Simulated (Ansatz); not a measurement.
The same molecule with X = V, Nb, Ta. Ansatz, PBE0-D4/def2-TZVP geometries, multiplicity 1. Each molecule was computed in one conformer, which needn't be the lowest.

Elements past krypton have def2 core potentials. Scalar relativity is left out up to krypton.

```json
{"X": "Nb", "molecule": "`[O]=[Nb]([OH])([OH])[OH]`", "mean X–O bond length / Å": "1.850", "HOMO–LUMO gap (PBE0/def2-TZVPP) / eV": "8.62", "zero-point energy (PBE0-D4/def2-TZVP) / kJ/mol": "111.7", "LUMO energy (PBE/def2-TZVPP) / eV": "-1.55"}
{"X": "Ta", "molecule": "`[O]=[Ta]([OH])([OH])[OH]`", "mean X–O bond length / Å": "1.862", "HOMO–LUMO gap (PBE0/def2-TZVPP) / eV": "7.94", "zero-point energy (PBE0-D4/def2-TZVP) / kJ/mol": "106.4", "LUMO energy (PBE/def2-TZVPP) / eV": "-1.32"}
```

Question: Give the row for X = V, `[O]=[V]([OH])([OH])[OH]`. (An estimate is asked.)

Answer: Computed: 
```json
{"X": "V", "molecule": "`[O]=[V]([OH])([OH])[OH]`", "mean X–O bond length / Å": "1.712", "HOMO–LUMO gap (PBE0/def2-TZVPP) / eV": "6.88", "zero-point energy (PBE0-D4/def2-TZVP) / kJ/mol": "116.6", "LUMO energy (PBE/def2-TZVPP) / eV": "-3.15"}
```

From V to Ta the mean X–O bond length rises at each step, by 0.150 Å in all; the HOMO–LUMO gap (PBE0/def2-TZVPP) isn't monotonic: highest at Nb, lowest at V; the zero-point energy (PBE0-D4/def2-TZVP) falls at each step, by 10.2 kJ/mol in all; the LUMO energy (PBE/def2-TZVPP) rises at each step, by 1.83 eV in all.
